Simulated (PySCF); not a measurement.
**Polarisability and C₆ of Tc²⁺ (technetium, charge +2)**

[Kr] 4d5, high-spin 6S determinant. Computed with PySCF 2.14 in aug-cc-pVTZ-PP with one added diffuse shell each of s, p, d, f, g type with ECP28MDF (7s7p6d4f3g, 113 functions), with a scalar-relativistic core potential. Coupled (time-dependent) response in atomic units; α is the mean over directions.

| method | mean α (bohr³) | C₆ (like pair) | S(−4) |
| --- | --- | --- | --- |
| LC-wPBE | 8.850 | 47.42 | 25.53 |

S(−4) is the Cauchy moment in α(ω) = α(0) + S(−4) ω² + …

α(iu) at LC-wPBE:

```
u (hartree)  α(iu) (bohr³)
          0          8.850
     0.0500          8.787
      0.100          8.608
      0.200          8.002
      0.300          7.261
      0.500          5.881
      0.750          4.585
       1.00          3.656
       1.50          2.450
       2.00          1.731
       3.00         0.9699
       5.00         0.4127
```

A single London oscillator, α(iu) = α/(1 + u²/ω²), gives C₆ = (3/4) ω α². Matching the computed C₆ needs ω = 4 × 47.42 / (3 × 8.850²) = 0.807 hartree.

For an ion, C₆ is the dispersion term alone; charge-induced terms of lower order in 1/R come first.

Energies and moments cover only the electrons outside the core potential.
